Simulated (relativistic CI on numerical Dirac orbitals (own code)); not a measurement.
## From line strength to rate: I 1830.38 Å (vacuum)

Problem. For 5s²5p⁵ ²P°3/2 – 5s²5p⁴6s ⁴P5/2 of I a semi-empirical relativistic CI calculation gives the line strength S = 0.279 e²a₀² in the length gauge. The measured levels are 0.00 and 54633.46 cm⁻¹ (NIST Handbook). Find gf, f, A and the partial lifetime.

Working.
1. σ = 54633.46 − 0.00 = 54633.46 cm⁻¹, so the vacuum wavelength is 10⁸/σ = 1830.38 Å.
2. gf = 303.756 S/λ(Å) = 0.0463, log gf = -1.334; with g = 4 for the lower level, f = 0.0116.
3. A = 2.02613 × 10¹⁸ S/(g_u λ³) with g_u = 6: A = 1.54 × 10^7 s⁻¹.
4. The partial lifetime for this S is 1/A = 65.1 ns; in the calculation this line carries 100 % of the decay of the upper level.

Check. The Handbook lists A = 1.60 × 10^7 s⁻¹, a tabulated value with its own uncertainty (a few per cent for the best lines, 25 % or more for others); ours lies 4 % below it. The velocity form of the same calculation gives S = 0.172, and the gap between the two forms is a rough gauge of the error in S. With the computed energy (55387 cm⁻¹) in place of the measured one the rate would change by the factor (σ_calc/σ)³ = 1.04.
